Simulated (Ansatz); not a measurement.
`[SiH3]B[SiH2][SiH3]` + `[SiH3]C#CS` → `[SiH3]C#CS[SiH3]` + `B[SiH2][SiH3]`  (cleavage of the Si–B bond)

Program: Ansatz. Geometries: PBE0-D4/def2-TZVP. ΔE: electronic, gas phase. CBS: MP2 limit from def2 TZ/QZ plus the TZ coupled-cluster correction, frozen cores. Functionals use def2-TZVPP. B3LYP here is the variant with VWN-RPA as its local correlation; programs differ in this. One conformer a species, not always the lowest.

| level | ΔE (kJ/mol) |
| --- | --- |
| PBE-D4 | -56.0 |
| r2SCAN-D4 | -63.2 |
| B3LYP-D4 | -65.6 |
| MP2/CBS(def2) | -79.7 |

(1) What does CCSD(T)/CBS give? (An estimate is asked.)

Largest T1 diagnostic among the species: 0.015.

Answers

(1) The calculation gave: -67.9 kJ/mol. The listed levels differ from it by 11.9, 4.7, 2.3, -11.8 kJ/mol.

From PBE to PBE0 (25 % exact exchange), in def2-TZVPP and without D4, ΔE moves by −5.2 kJ/mol.
